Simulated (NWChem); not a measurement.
System: BSiH5; SMILES B[SiH3]

NWChem input:

```
start job
memory heap 200 mb stack 900 mb global 1100 mb
geometry units angstroms noautoz
  B     -0.001336     1.413149     0.011295
  H      1.021636     2.040690     0.154844
  H     -1.012813     2.037430    -0.207993
  Si    -0.002362    -0.600987     0.039088
  H      0.264563    -1.019523    -1.380615
  H     -1.313384    -1.198006     0.445000
  H      1.076304    -1.191881     0.892006
end
basis spherical
  B library 6-31g*
  H library 6-31g*
  Si library 6-31g*
end
dft
  xc xpbe96 cpbe96
  iterations 150
  grid coarse
end
task dft gradient
```

NWChem printed, in part:

```
             Northwest Computational Chemistry Package (NWChem) 7.3.0
             --------------------------------------------------------

 C1  symmetry detected

                             Geometry "geometry" -> ""
                             -------------------------

 Output coordinates in angstroms (scale by  1.889725989 to convert to a.u.)

  No.       Tag          Charge          X              Y              Z
 ---- ---------------- ---------- -------------- -------------- --------------
    1 B                    5.0000    -0.00016348     1.44138835     0.01710016
    2 H                    1.0000     1.03330786     2.06756917    -0.00973805
    3 H                    1.0000    -1.03324569     2.06822973    -0.00955976
    4 Si                  14.0000    -0.00011576    -0.57291687     0.00751870
    5 H                    1.0000     0.01248607    -0.96478600    -1.44446537
    6 H                    1.0000    -1.22058445    -1.17912666     0.62634081
    7 H                    1.0000     1.21047427    -1.17799173     0.64665982

 Effective nuclear repulsion energy (a.u.)      47.3459583790

  pbe96 is a nonlocal functional; adding pw91lda local functional.

                                 NWChem DFT Module
                                 -----------------

 Summary of "ao basis" -> "ao basis" (spherical)
 ------------------------------------------------------------------------------
       Tag                 Description            Shells   Functions and Types
 ---------------- ------------------------------  ------  ---------------------
 B                           6-31g*                  6       14   3s2p1d
 H                           6-31g*                  2        2   2s
 Si                          6-31g*                  8       18   4s3p1d

            General Information
            -------------------
          SCF calculation type: DFT
          Wavefunction type:  closed shell.
          No. of atoms     :     7
          No. of electrons :    24
           Alpha electrons :    12
            Beta electrons :    12
          Charge           :     0
          Spin multiplicity:     1
          Use of symmetry is: off; symmetry adaption is: off
          Maximum number of iterations: 150
          AO basis - number of functions:    42
                     number of shells:    24
          Convergence on energy requested:  1.00D-06
          Convergence on density requested:  1.00D-05
          Convergence on gradient requested:  5.00D-04

              XC Information
              --------------
          PerdewBurkeErnzerhof Exchange Functional  1.000
            Perdew 1991 LDA Correlation Functional  1.000 local
           PerdewBurkeErnz. Correlation Functional  1.000 non-local

             Grid Information
             ----------------
          Grid used for XC integration:  coarse
          Radial quadrature: Mura-Knowles
          Angular quadrature: Lebedev.
          Tag              B.-S. Rad. Rad. Pts. Rad. Cut. Ang. Pts.
          ---              ---------- --------- --------- ---------
          B                   0.85       35           8.0       302
          H                   0.35       35          10.0       302
          Si                  1.10       70           8.0       302
          Grid pruning is: on
          Number of quadrature shells:   280
          Spatial weights used:  Erf1

      Superposition of Atomic Density Guess
      -------------------------------------

 Sum of atomic energies:        -315.83455871

      Non-variational initial energy
      ------------------------------

 Total energy =    -316.378951
 1-e energy   =    -529.278085
 2-e energy   =     165.553176
 HOMO         =      -0.305951
 LUMO         =      -0.051034

   convergence    iter        energy       DeltaE   RMS-Dens  Diis-err
 ---------------- ----- ----------------- --------- --------- ---------
 d= 0,ls=0.0,diis     1   -317.0352341272 -3.64D+02  1.17D-02  1.41D-01
 d= 0,ls=0.0,diis     2   -317.0480166326 -1.28D-02  7.16D-03  4.55D-02
 d= 0,ls=0.0,diis     3   -317.0547525314 -6.74D-03  2.73D-03  1.20D-02
 d= 0,ls=0.0,diis     4   -317.0572124964 -2.46D-03  4.38D-04  1.58D-04
 d= 0,ls=0.0,diis     5   -317.0572535605 -4.11D-05  8.06D-05  6.89D-06
  Resetting Diis
 d= 0,ls=0.0,diis     6   -317.0572550020 -1.44D-06  1.64D-05  3.61D-07
 d= 0,ls=0.0,diis     7   -317.0572550819 -7.99D-08  3.32D-06  3.93D-09

         Total DFT energy =     -317.057255081901
      One electron energy =     -531.109666889014
           Coulomb energy =      193.263003632566
    Exchange-Corr. energy =      -26.556550204411
 Nuclear repulsion energy =       47.345958378958

 Numeric. integr. density =       23.999926340639

                       DFT Final Molecular Orbital Analysis
                       ------------------------------------

 Vector   10  Occ=2.000000D+00  E=-3.099085D-01
              MO Center=  1.2D-02, -8.2D-01, -4.4D-01, r^2= 2.3D+00
   Bfn.  Coefficient  Atom+Function         Bfn.  Coefficient  Atom+Function
  ----- ------------  ---------------      ----- ------------  ---------------
    27      0.403157  4 Si pz                38     -0.288302  5 H  s
    37     -0.270955  5 H  s                 23     -0.169970  4 Si pz
    42      0.147015  7 H  s                 40      0.142573  6 H  s
    41      0.141719  7 H  s                 39      0.137441  6 H  s
    31      0.111763  4 Si pz                 5      0.063983  1 B  pz

 Vector   11  Occ=2.000000D+00  E=-2.903532D-01
              MO Center= -7.5D-03,  1.2D-01,  2.8D-01, r^2= 4.0D+00
   Bfn.  Coefficient  Atom+Function         Bfn.  Coefficient  Atom+Function
  ----- ------------  ---------------      ----- ------------  ---------------
    25      0.298718  4 Si px                 3     -0.262022  1 B  px
    40     -0.232182  6 H  s                 42      0.229818  7 H  s
    39     -0.198438  6 H  s                 41      0.196369  7 H  s
    16     -0.165381  2 H  s                 18      0.164823  3 H  s
    15     -0.161842  2 H  s                 17      0.161591  3 H  s

 Vector   12  Occ=2.000000D+00  E=-2.612796D-01
              MO Center=  6.0D-05,  5.0D-01, -9.2D-03, r^2= 2.6D+00
   Bfn.  Coefficient  Atom+Function         Bfn.  Coefficient  Atom+Function
  ----- ------------  ---------------      ----- ------------  ---------------
    26     -0.399337  4 Si py                 4      0.383860  1 B  py
     8      0.167066  1 B  py                22      0.166350  4 Si py
    16      0.133534  2 H  s                 18      0.133790  3 H  s
    30     -0.122004  4 Si py                15      0.110838  2 H  s
    17      0.111105  3 H  s                 38      0.109978  5 H  s

 Vector   13  Occ=0.000000D+00  E=-1.182879D-01
              MO Center=  6.7D-04,  1.2D+00, -7.0D-03, r^2= 2.3D+00
   Bfn.  Coefficient  Atom+Function         Bfn.  Coefficient  Atom+Function
  ----- ------------  ---------------      ----- ------------  ---------------
     9      0.505349  1 B  pz                 5      0.498835  1 B  pz
    38      0.275639  5 H  s                 31      0.165400  4 Si pz
    42     -0.147480  7 H  s                 40     -0.143146  6 H  s
    37      0.106898  5 H  s                 33      0.080284  4 Si d -1
    27      0.049765  4 Si pz                41     -0.049586  7 H  s

 Vector   14  Occ=0.000000D+00  E= 3.075143D-02
              MO Center= -7.1D-03, -7.9D-01,  7.8D-02, r^2= 4.5D+00
   Bfn.  Coefficient  Atom+Function         Bfn.  Coefficient  Atom+Function
  ----- ------------  ---------------      ----- ------------  ---------------
    30     -1.424508  4 Si py                 6      1.380237  1 B  s
     8     -0.567698  1 B  py                28     -0.530046  4 Si s
    38     -0.492327  5 H  s                 31     -0.346036  4 Si pz
    26     -0.243900  4 Si py                42     -0.192784  7 H  s
     4     -0.173902  1 B  py                40     -0.149836  6 H  s

 Vector   15  Occ=0.000000D+00  E= 3.380143D-02
              MO Center=  9.6D-03, -1.3D-01, -1.5D-01, r^2= 4.0D+00
   Bfn.  Coefficient  Atom+Function         Bfn.  Coefficient  Atom+Function
  ----- ------------  ---------------      ----- ------------  ---------------
    29      1.057558  4 Si px                40      0.847642  6 H  s
    42     -0.826747  7 H  s                 18      0.454926  3 H  s
    16     -0.442208  2 H  s                 25      0.408408  4 Si px
     7      0.294373  1 B  px                39      0.138880  6 H  s
    41     -0.135576  7 H  s                 21     -0.124423  4 Si px

     Multipole analysis of the density
     ---------------------------------

     L   x y z        total         alpha         beta         nuclear
     -   - - -        -----         -----         ----         -------
     0   0 0 0     -0.000000    -12.000000    -12.000000     24.000000

     1   1 0 0      0.000259      0.000130      0.000130      0.000000
     1   0 1 0      0.145237      0.072618      0.072618      0.000000
     1   0 0 1      0.014570      0.007285      0.007285      0.000000

     2   2 0 0    -17.454635    -17.816662    -17.816662     18.178690
     2   1 1 0     -0.002133     -0.001861     -0.001861      0.001589
     2   1 0 1     -0.000123     -0.000091     -0.000091      0.000059
     2   0 2 0    -17.726567    -57.509227    -57.509227     97.291887
     2   0 1 1      0.114339      0.206560      0.206560     -0.298782
     2   0 0 2    -16.141514    -13.247714    -13.247714     10.353914

            General Information
            -------------------
          SCF calculation type: DFT
          Wavefunction type:  closed shell.
          No. of atoms     :     7
          No. of electrons :    24
           Alpha electrons :    12
            Beta electrons :    12
          Charge           :     0
          Spin multiplicity:     1
          Use of symmetry is: off; symmetry adaption is: off
          Maximum number of iterations: 150
          AO basis - number of functions:    42
                     number of shells:    24
          Convergence on energy requested:  1.00D-06
          Convergence on density requested:  1.00D-05
          Convergence on gradient requested:  5.00D-04

              XC Information
              --------------
          PerdewBurkeErnzerhof Exchange Functional  1.000
            Perdew 1991 LDA Correlation Functional  1.000 local
           PerdewBurkeErnz. Correlation Functional  1.000 non-local

             Grid Information
             ----------------
          Grid used for XC integration:  coarse
          Radial quadrature: Mura-Knowles
          Angular quadrature: Lebedev.
          Tag              B.-S. Rad. Rad. Pts. Rad. Cut. Ang. Pts.
          ---              ---------- --------- --------- ---------
          B                   0.85       35           8.0       302
          H                   0.35       35          10.0       302
          Si                  1.10       70           8.0       302
          Grid pruning is: on
          Number of quadrature shells:   280
          Spatial weights used:  Erf1

          Convergence Information
          -----------------------
          Convergence aids based upon iterative change in
          total energy or number of iterations.
          Levelshifting, if invoked, occurs when the
          HOMO/LUMO gap drops below (HL_TOL):  1.00D-02
          DIIS, if invoked, will attempt to extrapolate
          using up to (NFOCK): 10 stored Fock matrices.

                    Damping( 0%)  Levelshifting(0.5)       DIIS
                  --------------- ------------------- ---------------
          dE  on:    start            ASAP                start
          dE off:    2 iters        150 iters           150 iters

                            NWChem DFT Gradient Module
                            --------------------------

  charge          =   0.00
  wavefunction    = closed shell

                         DFT ENERGY GRADIENTS

    atom               coordinates                        gradient
                 x          y          z           x          y          z
   1 B      -0.000309   2.723829   0.032315    0.000012  -0.002187   0.000448
   2 H       1.952669   3.907139  -0.018402    0.001291   0.000372  -0.000043
   3 H      -1.952551   3.908387  -0.018065   -0.001308   0.000359  -0.000031
   4 Si     -0.000219  -1.082656   0.014208    0.000034  -0.002255  -0.001515
   5 H       0.023595  -1.823181  -2.729644   -0.000018   0.000882   0.002035
   6 H      -2.306570  -2.228226   1.183613    0.001620   0.001422  -0.000434
   7 H       2.287465  -2.226082   1.222010   -0.001630   0.001407  -0.000461
```

Level: PBE/6-31G* (spherical d). Geometry: optimised at PBE0/def2-SVP.
